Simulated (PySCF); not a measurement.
## Platinum: a sound run and one with changed settings

Sound run: Pt⁺ [Xe] 4f14 5d9, Pt²⁺ [Xe] 4f14 5d8. All numbers are calculated (PySCF 2.14, a scalar-relativistic core potential, in cc-pVTZ-PP with ECP60MDF). The sound run starts from symmetry-adapted Hartree-Fock orbitals and uses a fine grid where one is needed.

Changed run: radial step 0.3 in ln r (0.13 in the sound run). This setting is unsound on purpose.

| species | method | sound run (hartree) | changed run (hartree) | converged |
| --- | --- | --- | --- | --- |
| Pt⁺ | UHF | -118.23749 | -118.23749 | yes |
| Pt⁺ | TPSS | -119.01165 | -119.00671 | yes |
| Pt⁺ | LDA | -118.82633 | -118.82641 | yes |
| Pt²⁺ | UHF | -117.61747 | -117.61747 | yes |
| Pt²⁺ | TPSS | -118.32188 | -118.31696 | yes |
| Pt²⁺ | LDA | -118.10765 | -118.10773 | yes |

Ionisation energy of Pt⁺:

```
method  sound run (eV)  changed run (eV)
   UHF          16.872            16.872
  TPSS          18.770            18.769
   LDA          19.556            19.556
```

A coarse radial grid mis-integrates the density and the exchange-correlation energy, with errors of either sign; Hartree-Fock needs no grid.

For comparison, NIST gives 18.56 ± 0.12 eV between the lowest levels.
